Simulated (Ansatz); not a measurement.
Ansatz results at the PBE0-D4/def2-TZVP geometry: HOMO energy (B3LYP/def2-TZVPP) -6.27 eV; HOMO–LUMO gap (PBE/def2-TZVPP) 2.31 eV; LUMO energy (B3LYP/def2-TZVPP) -2.06 eV.

Each molecule was computed in one conformer, which needn't be the lowest.

Which molecule gave them?
A. `CO/C(F)=[CH]/[AlH2]`
B. `C[C](=O)[Al]([CH3])[F]`
C. `N[BH][GeH]([OH])[F]`
D. `[SiH3][SiH2]CC=S`

B. The others give `N[BH][GeH]([OH])[F]`: -7.81, 4.61, -1.36; `CO/C(F)=[CH]/[AlH2]`: -6.69, 3.75, -1.48; `[SiH3][SiH2]CC=S`: -6.28, 2.20, -2.38.

B3LYP here is the variant with VWN-RPA as its local correlation; programs differ in this.
